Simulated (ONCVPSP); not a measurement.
Potentials for boron (B) compared

Generated with ld1.x 7.5 (TM, RRKJ, ultrasoft, PAW), atompaw 4.2 or ONCVPSP 4.0.1. The cutoff is in Ry: for ld1.x and atompaw files where the sum of valence levels is converged to 10 mRy in a Bessel basis, for ONCV files where the hardest occupied wave has 1 mHa per electron of residual kinetic energy. The error is the largest all-electron minus pseudo excitation energy over each file’s own four to seven test configurations (ionisations up to +4, promotions, holes and added fractions of an electron), all of which were solved. The labels leave out finer settings (local radius, basis sizes, second energies), which also bear on the numbers. Spin-polarised tests are not counted. The rows are a selection from randomly drawn settings: files with unsolved tests, undetermined cutoffs or missed reference levels are left out.

| potential | cutoff (Ry) | largest error (meV) | bound ghosts |
| --- | --- | --- | --- |
| ONCV, PBE, fully relativistic, rc 1.30/3.45/3.35 (spd), local smoothed, core correction yes, reference 2s1.5 2p1.5, qcut 4.3/3.8/3.3, projectors 2/3/1 | 29 | +699 | none |
| ONCV, PBE, scalar-relativistic, rc 1.40/3.55 (sp), local smoothed, core correction yes, reference 2s1 2p2, qcut 3.6/3, projectors 2/2 | 55 | +1475 | none |
| ONCV, PBE, scalar-relativistic, rc 1.55/3.40 (sp), local smoothed, core correction yes, reference 2s2 2p1, qcut 4/4.1, projectors 2/2 | 31 | +433 | none |
| ONCV, LDA (Perdew-Wang 92), scalar-relativistic, rc 1.30/2.05 (sp), local smoothed, core correction yes, reference 2s2 2p1, qcut 5/3.3, projectors 1/2 | 71 | +123 | none |
| ONCV, PBE, scalar-relativistic, rc 1.35/2.20/2.40 (spd), local smoothed, core correction yes, reference 2s2 2p0.5, qcut 5.1/6/4.7, projectors 2/1/3 | 24 | +57 | none |

(1) Fill in the row for B: ONCV, PBE, scalar-relativistic, rc 1.45/2.05/2.20 (spd), local smoothed, core correction no, reference 2s2 2p1, qcut 4.1/4.7/3.9, projectors 2/3/2.

(2) Fill in the row for B: ONCV, PBE, scalar-relativistic, rc 1.25/2.60/2.40 (spd), local s, core correction yes, reference 2s2 2p1, qcut 4.6/5.2/4.4, projectors 0/3/3.

## Answers

(1) cutoff 23 Ry, largest error +128 meV, bound ghosts: none.

(2) cutoff 24 Ry, largest error +188 meV, bound ghosts: none.
